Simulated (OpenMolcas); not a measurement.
V4+ among 3 point charges of -1.5 e arranged as a planar triangle (D3h).

```yaml
Program: OpenMolcas
Method: CASSCF
Basis: ANO-RCC-VDZP [5s4p2d1f]
Scalar_Hamiltonian: DKH2, point nucleus
Active_space: 1 electron in 5 orbitals (3d)
State_averaging: 2S+1 = 2 even, 5 roots
Spin-orbit_coupling: RASSI with atomic mean-field integrals over the reference wave functions
```

All point charges move together. At R = 1.83 Å the first state of the same spin is 1090 cm-1, and at R = 2.12 Å it is 862.1 cm-1.

**Question.** A third run gives 1027 cm-1. What distance was it run at?

**Answer.** With a power law R^-n the two known points give n = -ln(862.1 / 1090) / ln(2.12 / 1.83) = 1.59. Then R = 1.83 × (1090 / 1027)^(1/1.59) = 1.900 Å. The run was at 1.91 Å, so the estimate is off by -0.010 Å.

This is an electrostatic model: the charges have no orbitals. No measured value stands beside these numbers.
